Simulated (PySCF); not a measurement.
**Correlation energy of Se³⁺ (selenium, charge +3)**

[Ar] 3d10 4s2 4p1, 2P determinant. Calculation: PySCF 2.14, in x2c-TZVPPall with one added diffuse shell each of s, p, d type (7s6p5d1f, 57 functions); scalar relativity by spin-free X2C-1e. Frozen: [Ar] 3d10; 3 electrons correlated.

```csv
level,correlation energy (mhartree)
CCSD,-56.92
(T),-0.67
CCSD(T),-57.59
CCSDT,-57.79
```

Diagnostics: T1 = 0.0074, D1 = 0.0171, largest double amplitude 0.094.

Q: Is a single reference adequate?

A: Mostly. T1 lies below 0.03, but a double amplitude of this size points to a near-degeneracy that CCSD handles and MP2 describes poorly.
